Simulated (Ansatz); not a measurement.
Geometry optimisation, RKS PBE0-D4/def2-SVP in Ansatz 0.2.0.

The input (input.yaml):

```yaml
crystal:
  periodic: [false, false, false]
  atoms:
    - { symbol: Ge, position_ang: [0.275657, -0.042547, -0.02083] }
    - { symbol: H, position_ang: [0.3287, -0.019908, 1.512992] }
    - { symbol: F, position_ang: [1.812727, 0.06058, -0.768306] }
    - { symbol: F, position_ang: [-0.656361, 1.257359, -0.635873] }
    - { symbol: F, position_ang: [-0.458981, -1.469195, -0.627416] }
    - { symbol: P, position_ang: [-2.902495, 0.23338, 1.364655] }
    - { symbol: H, position_ang: [-2.745051, -0.707161, 0.298606] }
    - { symbol: H, position_ang: [-3.234456, -0.790635, 2.312815] }
    - { symbol: H, position_ang: [-1.52554, 0.166028, 1.723557] }
basis:
  gaussian: { orbitals: def2-SVP }
hamiltonian:
  xc: pbe0
  dispersion: d4
relax:
  f_tol: 0.03
  max_steps: 50
output:
  orbitals: {}
```

Run as:

```bash
$ ansatz run input.yaml --threads 4 --pin off --max-ram 5120MiB --backend cpu --events-out ev --progress --plain --runs-dir out
```

Where does it end, and by what steps?

It converged. The force dipped under the threshold on the way, but the program's further checks kept it going. After 21 steps the energy has fallen by 0.186 eV; H9 moved furthest, 1.15 Å.

```json
{"step": "0", "energy less start (eV)": "0.0000", "largest force component (eV/Å)": "0.452", "accepted": "yes"}
{"step": "1", "energy less start (eV)": "-0.1186", "largest force component (eV/Å)": "0.158", "accepted": "yes"}
{"step": "2", "energy less start (eV)": "-0.1548", "largest force component (eV/Å)": "0.177", "accepted": "yes"}
{"step": "3", "energy less start (eV)": "-0.1636", "largest force component (eV/Å)": "0.254", "accepted": "yes"}
{"step": "4", "energy less start (eV)": "-0.1701", "largest force component (eV/Å)": "0.069", "accepted": "yes"}
{"step": "5", "energy less start (eV)": "-0.1712", "largest force component (eV/Å)": "0.011", "accepted": "yes"}
{"step": "6", "energy less start (eV)": "-0.1707", "largest force component (eV/Å)": "0.180", "accepted": "no"}
{"step": "7", "energy less start (eV)": "-0.1718", "largest force component (eV/Å)": "0.035", "accepted": "yes"}
{"step": "8", "energy less start (eV)": "-0.1719", "largest force component (eV/Å)": "0.069", "accepted": "yes"}
{"step": "9", "energy less start (eV)": "-0.1721", "largest force component (eV/Å)": "0.051", "accepted": "yes"}
{"step": "10", "energy less start (eV)": "-0.1723", "largest force component (eV/Å)": "0.003", "accepted": "yes"}
{"step": "11", "energy less start (eV)": "-0.1724", "largest force component (eV/Å)": "0.011", "accepted": "yes"}
{"step": "12", "energy less start (eV)": "-0.1686", "largest force component (eV/Å)": "0.276", "accepted": "no"}
{"step": "13", "energy less start (eV)": "-0.1726", "largest force component (eV/Å)": "0.051", "accepted": "yes"}
{"step": "14", "energy less start (eV)": "-0.1726", "largest force component (eV/Å)": "0.118", "accepted": "no"}
{"step": "15", "energy less start (eV)": "-0.1729", "largest force component (eV/Å)": "0.035", "accepted": "yes"}
{"step": "16", "energy less start (eV)": "-0.1731", "largest force component (eV/Å)": "0.079", "accepted": "yes"}
{"step": "17", "energy less start (eV)": "-0.1736", "largest force component (eV/Å)": "0.120", "accepted": "yes"}
{"step": "18", "energy less start (eV)": "-0.1747", "largest force component (eV/Å)": "0.143", "accepted": "yes"}
{"step": "19", "energy less start (eV)": "-0.1758", "largest force component (eV/Å)": "0.237", "accepted": "yes"}
{"step": "20", "energy less start (eV)": "-0.1789", "largest force component (eV/Å)": "0.161", "accepted": "yes"}
{"step": "21", "energy less start (eV)": "-0.1859", "largest force component (eV/Å)": "0.020", "accepted": "yes"}
```

```xyz
9
Properties=species:S:1:pos:R:3
Ge 0.514 -0.103 -0.045
H 0.895 -0.363 1.400
F 1.883 0.016 -1.067
F -0.357 1.359 -0.242
F -0.462 -1.350 -0.705
P -3.451 -0.064 1.399
H -2.740 -0.782 0.391
H -2.984 -0.912 2.450
H -2.402 0.888 1.579
```

Whether the end is a true minimum wasn't checked by a vibrational analysis.

Run time: 41 s on 4 threads of Intel(R) Xeon(R) Platinum 8223CL CPU @ 3.00GHz (Skylake/Cascade Lake), with other jobs on the host, peak memory 0.29 GiB.
